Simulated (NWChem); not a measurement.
System: InNH4O; SMILES [NH2][InH][OH]

The following NWChem deck was run.

```
start job
memory heap 200 mb stack 900 mb global 1100 mb
geometry units angstroms noautoz
  In    -0.273330    -0.066620     0.039101
  H     -1.978881    -0.215411    -0.031772
  O      0.975544    -1.632357    -0.033843
  H      0.517192    -2.475066    -0.116102
  N      0.825150     1.621765     0.052980
  H      1.810342     1.558148     0.288442
  H      0.439689     2.501029     0.378921
end
basis spherical
  * library def2-svp
end
ecp
  In library def2-ecp
end
dft
  xc b3lyp
  grid xcoarse
  iterations 150
  mulliken
end
task dft gradient
```

Parts of the log:

```
             Northwest Computational Chemistry Package (NWChem) 7.3.0
             --------------------------------------------------------

 C1  symmetry detected

                             Geometry "geometry" -> ""
                             -------------------------

 Output coordinates in angstroms (scale by  1.889725989 to convert to a.u.)

  No.       Tag          Charge          X              Y              Z
 ---- ---------------- ---------- -------------- -------------- --------------
    1 In                  49.0000    -0.28797798    -0.00396786     0.00057730
    2 H                    1.0000    -1.99719633    -0.09860500    -0.07480434
    3 O                    8.0000     0.90800568    -1.61212202    -0.00108271
    4 H                    1.0000     0.42204555    -2.44173960    -0.05196467
    5 N                    7.0000     0.86644473     1.64603943    -0.04716172
    6 H                    1.0000     1.84779315     1.55926856     0.19680311
    7 H                    1.0000     0.50911999     2.55020139     0.24047186

 Effective nuclear repulsion energy (a.u.)     265.7339026326

                                 NWChem DFT Module
                                 -----------------

 Summary of "ao basis" -> "ao basis" (spherical)
 ------------------------------------------------------------------------------
       Tag                 Description            Shells   Functions and Types
 ---------------- ------------------------------  ------  ---------------------
 In                         def2-svp                10       26   4s4p2d
 H                          def2-svp                 3        5   2s1p
 O                          def2-svp                 6       14   3s2p1d
 N                          def2-svp                 6       14   3s2p1d

            General Information
            -------------------
          SCF calculation type: DFT
          Wavefunction type:  closed shell.
          No. of atoms     :     7
          No. of electrons :    40
           Alpha electrons :    20
            Beta electrons :    20
          Charge           :     0
          Spin multiplicity:     1
          Use of symmetry is: off; symmetry adaption is: off
          Maximum number of iterations: 150
          AO basis - number of functions:    74
                     number of shells:    34
          Convergence on energy requested:  1.00D-06
          Convergence on density requested:  1.00D-05
          Convergence on gradient requested:  5.00D-04

              XC Information
              --------------
                         B3LYP Method XC Potential
                     Hartree-Fock (Exact) Exchange  0.200
                        Slater Exchange Functional  0.800 local
                    Becke 1988 Exchange Functional  0.720 non-local
              Lee-Yang-Parr Correlation Functional  0.810
                  VWN I RPA Correlation Functional  0.190 local

             Grid Information
             ----------------
          Grid used for XC integration:  xcoarse
          Radial quadrature: Mura-Knowles
          Angular quadrature: Lebedev.
          Tag              B.-S. Rad. Rad. Pts. Rad. Cut. Ang. Pts.
          ---              ---------- --------- --------- ---------
          In                  1.55       84           8.0       194
          H                   0.35       21          11.0       194
          O                   0.60       21          10.0       194
          N                   0.65       21          10.0       194
          Grid pruning is: on
          Number of quadrature shells:   210
          Spatial weights used:  Erf1

      Superposition of Atomic Density Guess
      -------------------------------------

 Sum of atomic energies:        -348.98275339

      Non-variational initial energy
      ------------------------------

 Total energy =    -320.708448
 1-e energy   =    -770.929454
 2-e energy   =     320.703434
 HOMO         =      -0.340561
 LUMO         =      -0.025617

     ---------------------------------------------
      Total Density - Mulliken Population Analysis
     ---------------------------------------------

    Atom       Charge   Shell Charges
 -----------   ------   -------------------------------------------------------
    1 In  21    19.77   2.60 -0.60  0.70  0.33  3.23  2.76  0.53  0.15  9.71  0.36
    2 H    1     1.06   0.60  0.45  0.01
    3 O    8     9.01   1.99  1.12  0.69  3.13  2.08  0.00
    4 H    1     0.67   0.54  0.07  0.06
    5 N    7     7.97   1.99  1.04  0.50  2.60  1.83  0.01
    6 H    1     0.77   0.60  0.12  0.05
    7 H    1     0.76   0.60  0.12  0.05

   convergence    iter        energy       DeltaE   RMS-Dens  Diis-err
 ---------------- ----- ----------------- --------- --------- ---------
 d= 0,ls=0.0,diis     1   -322.3504951919 -4.52D+02  2.90D-02  8.96D-01
 d= 0,ls=0.0,diis     2   -321.8616088246  4.89D-01  2.03D-02  5.21D+00
 d= 0,ls=0.0,diis     3   -322.4652851804 -6.04D-01  3.67D-03  6.04D-02
 d= 0,ls=0.0,diis     4   -322.4657984768 -5.13D-04  1.81D-03  5.75D-02
 d= 0,ls=0.0,diis     5   -322.4723483373 -6.55D-03  2.38D-04  4.43D-04
  Resetting Diis
 d= 0,ls=0.0,diis     6   -322.4723948727 -4.65D-05  5.91D-05  1.65D-05
 d= 0,ls=0.0,diis     7   -322.4723968749 -2.00D-06  1.85D-05  6.30D-07
 d= 0,ls=0.0,diis     8   -322.4723968714  3.46D-09  9.94D-06  7.62D-07

         Total DFT energy =     -322.472396871407
      One electron energy =     -774.004780678886
           Coulomb energy =      355.829838172722
    Exchange-Corr. energy =      -33.815026004003
 Nuclear repulsion energy =      129.517571638761

 Numeric. integr. density =       39.996729408229

                       DFT Final Molecular Orbital Analysis
                       ------------------------------------

 Vector   18  Occ=2.000000D+00  E=-2.864287D-01
              MO Center=  2.5D-01, -1.1D+00, -8.7D-03, r^2= 2.8D+00
   Bfn.  Coefficient  Atom+Function         Bfn.  Coefficient  Atom+Function
  ----- ------------  ---------------      ----- ------------  ---------------
    35      0.491631  3 O  px                38      0.356367  3 O  px
    28      0.225508  2 H  s                 27      0.223573  2 H  s
    11     -0.178820  1 In px                36     -0.165196  3 O  py
    21     -0.154028  1 In d  2              12      0.144233  1 In py
    34      0.122314  3 O  s                 39     -0.120679  3 O  py

 Vector   19  Occ=2.000000D+00  E=-2.797103D-01
              MO Center=  7.9D-01, -1.3D+00, -6.2D-03, r^2= 1.7D+00
   Bfn.  Coefficient  Atom+Function         Bfn.  Coefficient  Atom+Function
  ----- ------------  ---------------      ----- ------------  ---------------
    37      0.571695  3 O  pz                40      0.433524  3 O  pz
    13      0.153105  1 In pz                56     -0.124195  5 N  pz
    16      0.122544  1 In pz                59      0.096151  5 N  pz
    20      0.063046  1 In d  1              18      0.059298  1 In d -1
    10     -0.048614  1 In pz                55      0.046464  5 N  py

 Vector   20  Occ=2.000000D+00  E=-2.409456D-01
              MO Center=  8.0D-01,  1.3D+00, -7.2D-02, r^2= 2.0D+00
   Bfn.  Coefficient  Atom+Function         Bfn.  Coefficient  Atom+Function
  ----- ------------  ---------------      ----- ------------  ---------------
    56      0.516923  5 N  pz                59     -0.438875  5 N  pz
    37      0.199264  3 O  pz                40      0.161849  3 O  pz
    55     -0.112088  5 N  py                18      0.103780  1 In d -1
    13     -0.101611  1 In pz                58      0.101383  5 N  py
    53      0.087625  5 N  s                 16     -0.084306  1 In pz

 Vector   21  Occ=0.000000D+00  E=-3.172950D-02
              MO Center= -2.9D-01,  4.6D-02,  5.8D-01, r^2= 4.3D+00
   Bfn.  Coefficient  Atom+Function         Bfn.  Coefficient  Atom+Function
  ----- ------------  ---------------      ----- ------------  ---------------
    16      0.569717  1 In pz                13      0.440454  1 In pz
     4      0.426219  1 In s                 28     -0.241383  2 H  s
    59     -0.224726  5 N  pz                56      0.205690  5 N  pz
    37     -0.167140  3 O  pz                40     -0.162015  3 O  pz
    53     -0.160066  5 N  s                  3      0.144782  1 In s

 Vector   22  Occ=0.000000D+00  E=-2.087616D-02
              MO Center= -2.0D-01, -1.6D-01, -5.7D-01, r^2= 4.5D+00
   Bfn.  Coefficient  Atom+Function         Bfn.  Coefficient  Atom+Function
  ----- ------------  ---------------      ----- ------------  ---------------
     4      0.830452  1 In s                 28     -0.541021  2 H  s
    53     -0.528502  5 N  s                  3      0.385328  1 In s
    34     -0.352553  3 O  s                 16     -0.280434  1 In pz
     1     -0.263077  1 In s                 27     -0.227286  2 H  s
    71      0.226367  7 H  s                 13     -0.208201  1 In pz

 Vector   23  Occ=0.000000D+00  E= 1.684832D-02
              MO Center= -4.9D-01,  1.3D-01,  2.5D-02, r^2= 7.3D+00
   Bfn.  Coefficient  Atom+Function         Bfn.  Coefficient  Atom+Function
  ----- ------------  ---------------      ----- ------------  ---------------
    15      1.042361  1 In py                53     -0.595826  5 N  s
    34      0.297870  3 O  s                 12      0.141101  1 In py
    52     -0.140881  5 N  s                 66      0.140306  6 H  s
    35     -0.139527  3 O  px                17      0.135857  1 In d -2
    38     -0.119723  3 O  px                 4      0.115426  1 In s

     ---------------------------------------------
      Total Density - Mulliken Population Analysis
     ---------------------------------------------

    Atom       Charge   Shell Charges
 -----------   ------   -------------------------------------------------------
    1 In  21    20.41   2.60 -0.60  0.84  0.20  3.22  2.79  0.95  0.27  9.64  0.51
    2 H    1     1.10   0.67  0.42  0.01
    3 O    8     8.48   1.99  1.08  0.71  2.83  1.88  0.01
    4 H    1     0.83   0.69  0.07  0.07
    5 N    7     7.41   1.99  0.98  0.47  2.41  1.55  0.01
    6 H    1     0.88   0.71  0.12  0.05
    7 H    1     0.89   0.71  0.13  0.05

     -------------------------------------------
      Total Density - Lowdin Population Analysis
     -------------------------------------------

    Atom       Charge   Shell Charges
 -----------   ------   -------------------------------------------------------
    1 In  21    20.57   1.38  0.54  0.62  0.37  3.03  2.85  1.04  0.44  9.37  0.93
    2 H    1     1.10   0.58  0.50  0.03
    3 O    8     8.29   1.97  0.90  0.64  2.68  2.09  0.01
    4 H    1     0.93   0.57  0.18  0.19
    5 N    7     7.23   1.97  0.72  0.46  2.22  1.85  0.02
    6 H    1     0.93   0.59  0.21  0.13
    7 H    1     0.94   0.60  0.21  0.13

     Multipole analysis of the density
     ---------------------------------

     L   x y z        total         alpha         beta         nuclear
     -   - - -        -----         -----         ----         -------
     0   0 0 0     -0.000000    -20.000000    -20.000000     40.000000

     1   1 0 0     -0.580425     -7.909005     -7.909005     15.237585
     1   0 1 0      0.258042      0.024047      0.024047      0.209949
     1   0 0 1      0.271128      0.150837      0.150837     -0.030546

     2   2 0 0    -28.430281    -52.484265    -52.484265     76.538249
     2   1 1 0      2.390487     -1.738129     -1.738129      5.866744
     2   1 0 1      0.574077     -0.277459     -0.277459      1.128994
     2   0 2 0    -23.895552   -109.553197   -109.553197    195.210842
     2   0 1 1      1.453261     -0.210570     -0.210570      1.874402
     2   0 0 2    -26.128058    -13.279079    -13.279079      0.430100

            General Information
            -------------------
          SCF calculation type: DFT
          Wavefunction type:  closed shell.
          No. of atoms     :     7
          No. of electrons :    40
           Alpha electrons :    20
            Beta electrons :    20
          Charge           :     0
          Spin multiplicity:     1
          Use of symmetry is: off; symmetry adaption is: off
          Maximum number of iterations: 150
          AO basis - number of functions:    74
                     number of shells:    34
          Convergence on energy requested:  1.00D-06
          Convergence on density requested:  1.00D-05
          Convergence on gradient requested:  5.00D-04

              XC Information
              --------------
                         B3LYP Method XC Potential
                     Hartree-Fock (Exact) Exchange  0.200
                        Slater Exchange Functional  0.800 local
                    Becke 1988 Exchange Functional  0.720 non-local
              Lee-Yang-Parr Correlation Functional  0.810
                  VWN I RPA Correlation Functional  0.190 local

             Grid Information
             ----------------
          Grid used for XC integration:  xcoarse
          Radial quadrature: Mura-Knowles
          Angular quadrature: Lebedev.
          Tag              B.-S. Rad. Rad. Pts. Rad. Cut. Ang. Pts.
          ---              ---------- --------- --------- ---------
          In                  1.55       84           8.0       194
          H                   0.35       21          11.0       194
          O                   0.60       21          10.0       194
          N                   0.65       21          10.0       194
          Grid pruning is: on
          Number of quadrature shells:   210
          Spatial weights used:  Erf1

          Convergence Information
          -----------------------
          Convergence aids based upon iterative change in
          total energy or number of iterations.
          Levelshifting, if invoked, occurs when the
          HOMO/LUMO gap drops below (HL_TOL):  1.00D-02
          DIIS, if invoked, will attempt to extrapolate
          using up to (NFOCK): 10 stored Fock matrices.

                    Damping( 0%)  Levelshifting(0.5)       DIIS
                  --------------- ------------------- ---------------
          dE  on:    start            ASAP                start
          dE off:    2 iters        150 iters           150 iters

                            NWChem DFT Gradient Module
                            --------------------------

  charge          =   0.00
  wavefunction    = closed shell

                         DFT ENERGY GRADIENTS

    atom               coordinates                        gradient
                 x          y          z           x          y          z
   1 In     -0.544199  -0.007498   0.001091   -0.006194  -0.000795  -0.001440
   2 H      -3.774154  -0.186336  -0.141360    0.020789   0.001042   0.000985
   3 O       1.715882  -3.046469  -0.002046   -0.009080   0.006575   0.000081
   4 H       0.797550  -4.614219  -0.098199    0.001720   0.003300   0.000031
   5 N       1.637343   3.110563  -0.089123   -0.004926  -0.007127   0.001975
   6 H       3.491823   2.946590   0.371904   -0.003577   0.000206  -0.000671
   7 H       0.962097   4.819182   0.454426    0.001268  -0.003202  -0.000961
```

Level: B3LYP/def2-SVP with def2 effective core potentials on In. The geometry was optimised at PBE0/def2-SVP. B3LYP is NWChem's, with the RPA form of VWN correlation. def2 effective core potentials on In; no spin-orbit coupling.
